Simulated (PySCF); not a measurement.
Molecule: Fe(Cl)3, SMILES [Fe]([Cl])([Cl])[Cl], multiplicity 6. Atoms near the plane z = 0.0 Å, at the CAM-B3LYP/def2-SVP optimised geometry (x, y, z in Å): Fe1 (-0.5, 0.0, 0.0), Cl2 (-1.6, 1.8, 0.0), Cl3 (-1.6, -1.8, 0.0), Cl4 (1.6, 0.0, 0.0).

Calculation: unrestricted CAM-B3LYP/def2-TZVP run with PySCF 2.14.0. Cells within 0.4 Å of a nucleus heavier than hydrogen are left out (blank, or x). The values are rescaled to run from 0 to 1.

```
|0000000000000000000000000000000|
|0000000000000000000000000000000|
|0000000000000000000000000000000|
|0000000000000000000000000000000|
|0000000000000000000000000000000|
|0000000000000000000000000000000|
|0000000111110000000000000000000|
|00000001xxx10000000000000000000|
|00000011xxx10000000000000000000|
|00000001xxx00000000000000000000|
|0000000111000000000000000000000|
|0000000000000000000000000000000|
|0000000000002332000000000000000|
|0000000000149995100011110000000|
|000000000039xxx92000xxx10000000|
|000000000149xxx92000xxx10000000|
|000000000039xxx92000xxx10000000|
|0000000000149995100011110000000|
|0000000000002332000000000000000|
|0000000000000000000000000000000|
|0000000111000000000000000000000|
|00000001xxx00000000000000000000|
|00000011xxx10000000000000000000|
|00000001xxx10000000000000000000|
|0000000111110000000000000000000|
|0000000000000000000000000000000|
|0000000000000000000000000000000|
|0000000000000000000000000000000|
|0000000000000000000000000000000|
|0000000000000000000000000000000|
|0000000000000000000000000000000|
```
Scale: ten equal steps from 0.000 (start of '0') to 1.00 (end of '9'), in the order '0123456789'; x runs from -4.00 to 4.00, y from -4.00 (bottom) to 4.00 (top).

Task: Which quantity is mapped?
(A) spin density
(B) an orbital amplitude
(C) Laplacian of the electron density
(D) deformation density (molecule minus spherical neutral atoms)

Result: A, spin density. In full: spin density (e/bohr³), clipped to [-0.05, 0.10].
